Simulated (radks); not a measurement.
Dipole-allowed excitations along the series with 12 electrons in [Ne] 3s2. Method: non-relativistic Kohn-Sham, LDA (Slater exchange, VWN5 correlation), spin-polarised, spherical densities, point nucleus; computed with a radial shooting solver on a logarithmic mesh with Libxc functionals. Time-dependent linear response with the Hartree and adiabatic LDA kernel, continuum included through the Sternheimer equations. Lines are the poles of the dipole polarisability below minus the highest occupied eigenvalue, found on a grid refined at the orbital gaps; the lowest seven at most are given, and weak or close lines can be missed. The first line takes the name of the lowest orbital gap if no other gap lies below it; otherwise a line is named after a gap within 0.6 % of it, if that gap stands alone.

species  -e(HOMO) (eV)  lowest orbital gap (eV)  first line (eV)     f  static alpha (bohr^3)  measured (eV)
Mg               4.774              3s-3p 3.394    4.212 (3s-3p)  1.50                  71.38    3s-3p 4.346
Al+             14.890              3s-3p 5.729    7.473 (3s-3p)  1.74                  23.47    3s-3p 7.421
Si2+            28.601              3s-3p 7.936   10.365 (3s-3p)  1.60                  11.31              -
P3+             45.636             3s-3p 10.082   13.113 (3s-3p)  1.45                  6.485              -
S4+             65.879             3s-3p 12.192   15.785 (3s-3p)  1.33                  4.117              -
Cl5+            89.268             3s-3p 14.279   18.410 (3s-3p)  1.22                  2.797              -

Measured values: term averages from the NIST Handbook of Basic Atomic Spectroscopic Data.
